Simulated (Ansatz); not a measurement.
(BE)3 ring: binding per atom (eV) at several levels, gas phase, relaxed structures; Ansatz. Binding counts from free atoms in the multiplicity of their measured ground term, without zero-point energy. The structures are stationary points that may keep the symmetry of their start. Correlated methods freeze inner cores and use unrestricted references for open shells.

| species | state | geometry | PBE-D4/def2-SVP | PBE-D4/def2-TZVP | r2SCAN-D4/def2-TZVP | PBE0-D4/def2-SVP | PBE0-D4/def2-TZVP | MP2/def2-TZVP |
| --- | --- | --- | --- | --- | --- | --- | --- | --- |
| (ClBS)3 ring (B3S3Cl3) | singlet | PBE-D4/def2-SVP | 4.45 | 4.38 | 4.27 | 4.34 | 4.27 | 4.23 |
| (HBAsH)3 ring (B3As3H6) | singlet | PBE-D4/def2-SVP | 3.24 | 3.22 | 3.17 | 3.18 | 3.16 | 3.01 |
| (MeBPH)3 ring (C3H12B3P3) | singlet | PBE-D4/def2-SVP | 3.92 | 3.89 | 3.82 | 3.87 | 3.84 | 3.67 |
